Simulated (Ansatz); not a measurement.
`C[Si](O)([SiH3])Cl` + `[OH][Al]([F])[SH]` → `[F][Al]([SH])[O][SiH3]` + `C[SiH](O)Cl`  (cleavage of the Si–Si bond)

Program: Ansatz. Geometries: PBE0-D4/def2-TZVP. ΔE: electronic, gas phase. CCSD(T)/CBS adds triple-zeta CCSD(T) − MP2 to the extrapolated MP2 energy (def2 sets, frozen cores). DFT in def2-TZVPP. One conformer a species, not always the lowest.

`C[Si](O)([SiH3])Cl`:

```xyz
12

C     0.462   -0.416    1.628
Si    0.391    0.419   -0.031
O    -0.118    1.977    0.076
Si   -1.005   -0.622   -1.592
Cl    2.325    0.385   -0.788
H     0.798   -1.450    1.524
H     1.162    0.100    2.291
H    -0.525   -0.415    2.096
H     0.417    2.598    0.574
H    -2.415   -0.617   -1.115
H    -0.569   -2.035   -1.764
H    -0.925    0.078   -2.899
```

`[OH][Al]([F])[SH]`:

Cartesian coordinates in Å:
```
O -1.497 -0.883 -0.402
Al -0.178 0.152 -0.303
F -0.063 1.362 -1.406
S 1.366 -0.038 1.205
H -1.663 -1.618 0.185
H 2.035 1.024 0.721
```

`[F][Al]([SH])[O][SiH3]`:

```xyz
9

F    -0.562   -2.362    1.616
Al   -0.613   -0.760    1.269
S    -1.633    0.530    2.668
O     0.101   -0.171   -0.116
Si    0.847    0.198   -1.516
H    -1.371    1.618    1.923
H     2.320    0.106   -1.341
H     0.421   -0.741   -2.585
H     0.491    1.584   -1.917
```

`C[SiH](O)Cl`:

Z-matrix (Å, degrees):
```
C
Si 1 1.852
H 1 1.092 2 110.4
H 1 1.093 2 110.2 3 119.9
H 1 1.093 2 111.1 3 -119.8
O 2 1.636 1 113.3 3 -178.2
Cl 2 2.066 1 107.5 3 60.3
H 2 1.477 1 112.9 3 -58.5
H 6 0.958 2 118.5 1 -65.6
```

| species | LC-ωPBE energy (Eh) |
| --- | --- |
| `C[Si](O)([SiH3])Cl` | -1156.55407 |
| `[OH][Al]([F])[SH]` | -816.88492 |
| `[F][Al]([SH])[O][SiH3]` | -1107.53648 |
| `C[SiH](O)Cl` | -865.94371 |

Q: Work out ΔE.

A: ΔE = (-1107.53648) + (-865.94371) − (-1156.55407) − (-816.88492) = -0.04120 Eh = -1.12 eV. CCSD(T)/CBS gives -1.19 eV.

Largest T1 diagnostic among the species: 0.012.

Leaving LDA and LC-ωPBE aside and taking each functional with its dispersion term where it has one, the values, not all of them listed here, spread over 0.43 eV, from BHLYP-D4 to revPBE-D4. From BLYP to BHLYP (50 % exact exchange), in def2-TZVPP and without D4, ΔE moves by −0.21 eV.
